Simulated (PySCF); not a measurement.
Planning a shielding job on `N#CC1(O[SiH2]O)CC1`.

Method: GIAO PBE0/pcSseg-1 NMR shielding, non-relativistic, gas phase (PySCF 2.14.0, density-fitted response routines). Geometry: GFN2-xTB. Work: shieldings, ring-centre shieldings, charges and field gradients, density fitting. A driver script takes a list of jobs; this job's settings line and coordinates (Å) are shown.

Command:
```bash
OMP_NUM_THREADS=1 python probes_run.py task.json out
```

Input:
```
{"job": {"kind": "nmr", "xc": "PBE0", "basis": "pcSseg-1"}, "charge": 0, "multiplicity": 1}
N     -1.177736     1.314258     2.637376
C     -0.961866     0.700444     1.695031
C     -0.686108    -0.053025     0.514816
O      0.488621    -0.777366     0.562693
Si     2.011753    -0.368485     0.195996
O      2.025895     0.140489    -1.353700
C     -1.858695    -0.655832    -0.223143
C     -1.159548     0.535623    -0.795159
H      2.521528     0.704502     1.044713
H      2.639035    -1.666581     0.363734
H      2.835393     0.401346    -1.781108
H     -1.681293    -1.617319    -0.679137
H     -2.843674    -0.531291     0.201028
H     -1.656339     1.494015    -0.768682
H     -0.501380     0.387211    -1.636370
```

Hardware: an Arm Neoverse N1 with one thread, shared host with 64 logical CPUs at a one-minute load of 56. PySCF's memory limit was set to 1040 MB.

Question: How large is the basis?

Answer: 178 functions for 68 electrons, with 941 fitting functions; the fitted three-index integrals, 941 × 178 × 179/2 numbers of 8 bytes, come to 110 MiB.

Question: What wall time should be expected on this hardware?

Answer: About 44 s. The SCF took 14 cycles.

Question: Estimate the peak memory.

Answer: About 0.81 GiB. Peak memory is the resident size of the whole Python process, interpreter and libraries included.

The SCF part of the output:
```
coarse grid: 13544 points
cycle   1  E = -650.5201335375  dE =  1.402e+00  |g| = 9.848e-01  |ddm| = 3.628e+00
cycle   2  E = -650.2160296793  dE =  3.041e-01  |g| = 1.601e+00  |ddm| = 1.937e+00
cycle   3  E = -650.6834490259  dE = -4.674e-01  |g| = 2.556e-01  |ddm| = 1.361e+00
cycle   4  E = -650.6952963551  dE = -1.185e-02  |g| = 1.039e-01  |ddm| = 2.273e-01
cycle   5  E = -650.6974598708  dE = -2.164e-03  |g| = 2.019e-02  |ddm| = 9.132e-02
cycle   6  E = -650.6975447568  dE = -8.489e-05  |g| = 4.802e-03  |ddm| = 1.809e-02
cycle   7  E = -650.6975499137  dE = -5.157e-06  |g| = 1.343e-03  |ddm| = 5.696e-03
final grid: 127776 points
cycle   8  E = -650.7639982697  dE = -2.495e-05  |g| = 1.129e-02  |ddm| = 2.719e-02
cycle   9  E = -650.7639713963  dE =  2.687e-05  |g| = 1.665e-02  |ddm| = 1.950e-02
cycle  10  E = -650.7640221186  dE = -5.072e-05  |g| = 1.094e-03  |ddm| = 1.200e-02
cycle  11  E = -650.7640223643  dE = -2.457e-07  |g| = 2.951e-04  |ddm| = 1.122e-03
cycle  12  E = -650.7640223746  dE = -1.032e-08  |g| = 1.989e-04  |ddm| = 3.445e-04
cycle  13  E = -650.7640223821  dE = -7.509e-09  |g| = 5.638e-05  |ddm| = 1.610e-04
cycle  14  E = -650.7640223828  dE = -6.387e-10  |g| = 1.300e-05  |ddm| = 4.382e-05
converged SCF energy = -650.7640223828
```

On the final grid dE counts from the start density on that grid.

Times come from a shared host and carry two figures at best.
